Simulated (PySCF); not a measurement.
Point-charge models of `C=CB1C=CBC=C1` against its computed dipole.

Coordinates (PBE0-D3(BJ)/def2-SVP, Å) and charges (e) from the PBE0/pcSseg-1 density (PySCF):

| atom | x | y | z | Mulliken | IAO | Hirshfeld | ESP-fitted |
| --- | --- | --- | --- | --- | --- | --- | --- |
| C1 | -2.890 | 0.101 | 0.040 | -0.1402 | -0.2109 | -0.0430 | -0.2219 |
| C2 | -1.878 | -0.775 | -0.103 | -0.4167 | -0.2541 | -0.1126 | -0.3458 |
| B3 | -0.382 | -0.365 | -0.154 | +0.6657 | +0.2185 | +0.1561 | +0.4550 |
| C4 | 0.726 | -1.477 | -0.233 | -0.3257 | -0.2107 | -0.0919 | -0.2680 |
| C5 | 2.040 | -1.153 | -0.233 | -0.3164 | -0.2257 | -0.0976 | -0.2527 |
| B6 | 2.477 | 0.349 | -0.173 | +0.3868 | +0.1295 | +0.1510 | +0.4048 |
| C7 | 1.385 | 1.468 | -0.118 | -0.3270 | -0.2294 | -0.1008 | -0.2707 |
| C8 | 0.071 | 1.142 | -0.114 | -0.3267 | -0.2088 | -0.0912 | -0.2703 |
| H9 | -2.710 | 1.178 | 0.119 | +0.1324 | +0.1445 | +0.0511 | +0.1286 |
| H10 | -3.940 | -0.211 | 0.090 | +0.1316 | +0.1523 | +0.0541 | +0.1571 |
| H11 | -2.146 | -1.838 | -0.171 | +0.1133 | +0.1417 | +0.0403 | +0.1456 |
| H12 | 0.433 | -2.536 | -0.279 | +0.1021 | +0.1359 | +0.0379 | +0.1201 |
| H13 | 2.792 | -1.952 | -0.279 | +0.1071 | +0.1418 | +0.0394 | +0.1173 |
| H14 | 3.653 | 0.644 | -0.174 | +0.0024 | +0.0032 | -0.0672 | -0.1571 |
| H15 | 1.674 | 2.527 | -0.084 | +0.1052 | +0.1410 | +0.0387 | +0.1174 |
| H16 | -0.671 | 1.951 | -0.079 | +0.1061 | +0.1313 | +0.0357 | +0.1405 |

Question: Form Σ q r in debye for every column and set it beside the full dipole.

Answer: The full density gives (-1.71, -0.06, 0.08) D, 1.71 D in size; dipole vectors point from the negative to the positive end.

| scheme | μx | μy | μz | size (D) | share of the full size (%) | angle to the full dipole (°) |
| --- | --- | --- | --- | --- | --- | --- |
| Mulliken | -0.62 | 0.58 | 0.12 | 0.86 | 50 | 45 |
| IAO | -1.46 | 0.04 | 0.10 | 1.46 | 85 | 4 |
| Hirshfeld | -1.34 | 0.00 | 0.07 | 1.34 | 78 | 2 |
| ESP-fitted | -1.71 | -0.05 | 0.07 | 1.71 | 100 | 0 |

Question: Which set comes closest?

Answer: Length of the difference vector: ESP-fitted 0.01 D, IAO 0.27 D, Hirshfeld 0.38 D, Mulliken 1.26 D. Closest: ESP-fitted. ESP charges are fitted to the potential around the molecule, whose slowest-falling term is the dipole's. The schemes that divide the density aren't constrained to reproduce the dipole.

Question: What is left for the Hirshfeld atoms' own dipoles?

Answer: The Hirshfeld atoms' densities add up to the full density, so μ = Σ q r + Σ (atomic dipoles). The atomic dipoles sum to (-1.71, -0.06, 0.08) − (-1.34, 0.00, 0.07) = (-0.37, -0.06, 0.01) D, 0.38 D in size.

Question: With the origin at the mean of the coordinates, (0.040, -0.059, -0.122) Å, which are the largest single terms, by size, of the Mulliken dipole along the direction of the full one?

Answer: B6 -4.55, C2 -3.88, C5 +2.99, H10 +2.52, C7 +2.19 D; all 16 atoms together +0.61 D. The single terms depend on the origin, their sum doesn't.

Question: Give the size of the full dipole in other units.

Answer: 1.71 D = 0.674 au = 0.356 e·Å = 5.71 × 10⁻³⁰ C·m.

Isolated species at its PBE0-D3(BJ)/def2-SVP geometry (one conformer only).

The run behind these numbers computed NMR shieldings as well. The run took 43 s wall on Arm Neoverse N1, one thread, shared host with 64 logical CPUs at a one-minute load of 59, and the process peaked at 0.99 GiB of memory.

Conformer computed: `[CH2:1]=[CH:2][B:3]1[CH:4]=[CH:5][BH:6][CH:7]=[CH:8]1`: C1–C2–B3–C4 176°.
